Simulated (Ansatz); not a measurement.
Reaction (formal exchange of groups at the Si–S bond): `Cl[SiH2]S[SiH](Cl)Cl` + `C[SiH3]` → `[SiH3]C[SiH](Cl)Cl` + `S[SiH2]Cl`

Isolated molecules relaxed with PBE0-D4/def2-TZVP in Ansatz; ΔE leaves out vibrations. CCSD(T)/CBS is the MP2 limit (def2-TZVPP, def2-QZVPP) plus CCSD(T) − MP2 in def2-TZVPP, frozen cores. This one scheme is used for every species. DFT in def2-TZVPP. B3LYP here is the variant with VWN-RPA as its local correlation; programs differ in this. Each species was taken in one conformer, which may not be the lowest.

| level | ΔE (kJ/mol) |
| --- | --- |
| B3LYP-D4 | 51.9 |
| HF/def2-QZVPP | 39.2 |

Question: What does CCSD(T)/CBS give? (Best estimate.)

Answer: The calculation gave: +47.1 kJ/mol. The listed levels differ from it by 4.8, -7.9 kJ/mol.

Largest T1 diagnostic among the species: 0.010.

The D4 term adds +8.1 kJ/mol with B3LYP and +4.5 kJ/mol with PBE0; it sums over pairs of atoms, weighted by their polarisabilities, and B3LYP, whose exchange is more repulsive, gets the larger term. In def2-TZVPP, CCSD(T) changes the Hartree–Fock value by +3.1 kJ/mol (the triples alone add +2.2 kJ/mol) and MP2 by +9.0 kJ/mol.
